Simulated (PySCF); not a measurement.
Trend along group 13: MZn molecules

r²SCAN with double-zeta basis sets in PySCF, for the lowest determinant that a PBE0 search found; no spin–orbit coupling. De refers to high-spin ground-configuration atoms. A positive dipole means M(−)Zn(+).

```json
{"M": "B", "basis": "def2-SVP", "state (unpaired electrons)": "doublet (π ↑)", "Re (Å)": "2.139", "ωe (cm⁻¹)": "387", "De (eV)": "0.86", "μ (D)": "2.08"}
{"M": "Ga", "basis": "pcseg-1", "state (unpaired electrons)": "doublet (π ↑)", "Re (Å)": "2.598", "ωe (cm⁻¹)": "148", "De (eV)": "0.48", "μ (D)": "1.40"}
{"M": "In", "basis": "def2-SVP", "state (unpaired electrons)": "doublet (π ↑)", "Re (Å)": "2.741", "ωe (cm⁻¹)": "131", "De (eV)": "0.49", "μ (D)": "1.38"}
{"M": "Tl", "basis": "def2-SVP", "state (unpaired electrons)": "doublet (π ↑)", "Re (Å)": "2.785", "ωe (cm⁻¹)": "116", "De (eV)": "0.47", "μ (D)": "1.09"}
```

Question: By what factor does the well depth vary along the series?

Answer: At r²SCAN it runs from 0.47 eV (TlZn) to 0.86 eV (ZnB), a factor of 1.83.

The rows differ in basis set, which adds steps of its own.

Down a group the atoms grow and get heavier, so bonds lengthen and wavenumbers fall; this series shows no clear exception.

Weak bonds: TlZn, ZnGa, ZnIn. Basis-set superposition, not corrected here, can be much of De in a small basis, most of all at correlated wavefunction levels. Functionals without a dispersion term scatter widely for such bonds, and LDA overbinds them. Spin–orbit coupling is left out, which matters for elements this heavy, above all for dissociation energies. States were picked by a PBE0 search and need not be the measured ground states.
